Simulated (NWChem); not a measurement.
Program: NWChem. System: 1,3-disilacyclobutane (C2H8Si2), charge 0, spin multiplicity 1, at a geometry optimised with PBE/def2-SVP. Level: RHF/def2-TZVP.

Job file:

```
start mol
memory heap 200 mb stack 900 mb global 1100 mb
geometry units angstroms nocenter noautoz
  C      0.000000     1.374723    -0.113120
  Si     1.328394     0.000000     0.053748
  C      0.000000    -1.374723    -0.113120
  Si    -1.328394     0.000000     0.053748
  H      0.000000     1.848199    -1.116968
  H      0.000000     2.179541     0.647370
  H      2.398210     0.000000    -1.009724
  H      1.994379     0.000000     1.405575
  H      0.000000    -1.848199    -1.116968
  H      0.000000    -2.179541     0.647370
  H     -2.398210     0.000000    -1.009724
  H     -1.994379     0.000000     1.405575
  symmetry group C2v
end
basis spherical
  * library def2-tzvp
end
scf
  rhf
  nopen 0
  maxiter 100
  thresh 1e-7
  semidirect memsize 60000000 filesize 0
end
task scf energy
```

Part of the output:

```
             Northwest Computational Chemistry Package (NWChem) 7.3.0
             --------------------------------------------------------

                                NWChem Input Module
                                -------------------

 Scaling coordinates for geometry "geometry" by  1.889725989
 (inverse scale =  0.529177249)

 Turning off AUTOSYM since
 SYMMETRY directive was detected!

                             Geometry "geometry" -> ""
                             -------------------------

 Output coordinates in angstroms (scale by  1.889725989 to convert to a.u.)

  No.       Tag          Charge          X              Y              Z
 ---- ---------------- ---------- -------------- -------------- --------------
    1 C                    6.0000     0.00000000     1.37472300    -0.11312000
    2 Si                  14.0000     1.32839400     0.00000000     0.05374800
    3 C                    6.0000     0.00000000    -1.37472300    -0.11312000
    4 Si                  14.0000    -1.32839400     0.00000000     0.05374800
    5 H                    1.0000     0.00000000     1.84819900    -1.11696800
    6 H                    1.0000     0.00000000     2.17954100     0.64737000
    7 H                    1.0000     2.39821000     0.00000000    -1.00972400
    8 H                    1.0000     1.99437900     0.00000000     1.40557500
    9 H                    1.0000     0.00000000    -1.84819900    -1.11696800
   10 H                    1.0000     0.00000000    -2.17954100     0.64737000
   11 H                    1.0000    -2.39821000     0.00000000    -1.00972400
   12 H                    1.0000    -1.99437900     0.00000000     1.40557500

 Effective nuclear repulsion energy (a.u.)     217.5427404522

            Nuclear Dipole moment (a.u.)
            ----------------------------
        X                 Y               Z
 ---------------- ---------------- ----------------
     0.0000000000     0.0000000000     0.0000188973

      Symmetry information
      --------------------

 Group name             C2v
 Group number             16
 Group order               4
[...]
  ----- ------------  ---------------      ----- ------------  ---------------
     5      3.047742   1 C  s                73     -3.047742   3 C  s
    50     -1.388301   2 Si py              118     -1.388301   4 Si py
   139     -0.456269   5 H  s               145     -0.456121   6 H  s
   163      0.456269   9 H  s               169      0.456121  10 H  s
    13     -0.394988   1 C  py               81     -0.394988   3 C  py

 Vector   26  Occ=0.000000D+00  E= 1.244332D-01  Symmetry=a1
              MO Center=  1.6D-15, -6.8D-12, -4.8D-01, r^2= 8.5D+00
   Bfn.  Coefficient  Atom+Function         Bfn.  Coefficient  Atom+Function
  ----- ------------  ---------------      ----- ------------  ---------------
     5      3.371419   1 C  s                73      3.371419   3 C  s
    49      1.429384   2 Si px              117     -1.429384   4 Si px
   139     -1.201298   5 H  s               163     -1.201298   9 H  s
    36     -1.121235   2 Si s               104     -1.121235   4 Si s
   157     -0.577265   8 H  s               181     -0.577265  12 H  s

 Vector   27  Occ=0.000000D+00  E= 1.446119D-01  Symmetry=b1
              MO Center= -2.8D-14, -3.1D-15,  1.9D-01, r^2= 1.3D+01
   Bfn.  Coefficient  Atom+Function         Bfn.  Coefficient  Atom+Function
  ----- ------------  ---------------      ----- ------------  ---------------
    36      3.325167   2 Si s               104     -3.325167   4 Si s
    49     -2.406849   2 Si px              117     -2.406849   4 Si px
    12     -0.925368   1 C  px               80     -0.925368   3 C  px
    59     -0.319968   2 Si d  0            127      0.319968   4 Si d  0
    46     -0.304540   2 Si px              114     -0.304540   4 Si px

 center of mass
 --------------
 x =   0.00000000 y =   0.00000000 z =   0.00308912

 moments of inertia (a.u.)
 ------------------
         255.981922612199           0.000000000000           0.000000000000
           0.000000000000         457.858016068327           0.000000000000
           0.000000000000           0.000000000000         643.381047902251

  Mulliken analysis of the total density
  --------------------------------------

    Atom       Charge   Shell Charges
 -----------   ------   -------------------------------------------------------
    1 C    6     6.61   0.85  1.12  0.45  0.74  0.05  1.22  1.58  0.54  0.01  0.03  0.00
    2 Si  14    13.55   2.00  0.58  1.39  0.78  0.45  4.12  1.73  0.52  1.32  0.25  0.16  0.21  0.04
    3 C    6     6.61   0.85  1.12  0.45  0.74  0.05  1.22  1.58  0.54  0.01  0.03  0.00
    4 Si  14    13.55   2.00  0.58  1.39  0.78  0.45  4.12  1.73  0.52  1.32  0.25  0.16  0.21  0.04
    5 H    1     0.86   0.25  0.48  0.10  0.02
    6 H    1     0.87   0.25  0.49  0.10  0.02
    7 H    1     1.06   0.24  0.56  0.25  0.01
    8 H    1     1.06   0.24  0.56  0.25  0.01
    9 H    1     0.86   0.25  0.48  0.10  0.02
   10 H    1     0.87   0.25  0.49  0.10  0.02
   11 H    1     1.06   0.24  0.56  0.25  0.01
   12 H    1     1.06   0.24  0.56  0.25  0.01

       Multipole analysis of the density wrt the origin
       ------------------------------------------------

     L   x y z        total         open         nuclear
     -   - - -        -----         ----         -------
     0   0 0 0     -0.000000      0.000000     48.000000

     1   1 0 0      0.000000      0.000000      0.000000
     1   0 1 0     -0.000000      0.000000      0.000000
     1   0 0 1     -0.101111      0.000000      0.000019

     2   2 0 0    -33.946689      0.000000    245.930539
     2   1 1 0     -0.000000      0.000000      0.000000
     2   1 0 1      0.000000      0.000000      0.000000
     2   0 2 0    -31.104137      0.000000    139.310208
     2   0 1 1      0.000000      0.000000      0.000000
     2   0 0 2    -31.758581      0.000000     34.133016

 Task  times  cpu:       17.5s     wall:       17.5s

 Total times  cpu:       17.6s     wall:       17.6s
```
